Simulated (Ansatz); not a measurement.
Program: Ansatz. Geometries: PBE0-D4/def2-TZVP. ΔE: electronic, gas phase. CCSD(T)/CBS is the MP2 limit (def2-TZVPP, def2-QZVPP) plus CCSD(T) − MP2 in def2-TZVPP, frozen cores. DFT in def2-TZVPP. For Br, Ge outer-core shells are correlated without core-valence functions, which leaves a few kJ/mol of doubt a bond. Scalar relativity is left out up to krypton. One conformer a species, not always the lowest.

Consider the ligand exchange at a B–Br bond: `OB(O)Br` + `[OH][GeH3]` → `OB(O)[O][GeH3]` + HBr.

Q: Is it downhill or uphill in electronic energy at CCSD(T)/CBS, and by how much? (An estimate is asked.)

A: Ansatz gave: Downhill: ΔE = -58.8 kJ/mol.

Q: What do these levels give: r2SCAN-D4, PBE-QIDH, BLYP, r2SCAN0, BHLYP, MP2/def2-TZVPP? (Estimate.)

A: Ansatz gave: r2SCAN-D4 -57.2, PBE-QIDH -57.0, BLYP -55.1, r2SCAN0 -59.2, BHLYP -66.5, MP2/def2-TZVPP -56.4 kJ/mol.

Largest T1 diagnostic among the species: 0.012.

From PBE to PBE0 (25 % exact exchange), in def2-TZVPP and without D4, ΔE moves by −5.0 kJ/mol. In def2-TZVPP, CCSD(T) changes the Hartree–Fock value by +9.3 kJ/mol (the triples alone add +2.2 kJ/mol) and MP2 by +16.0 kJ/mol.
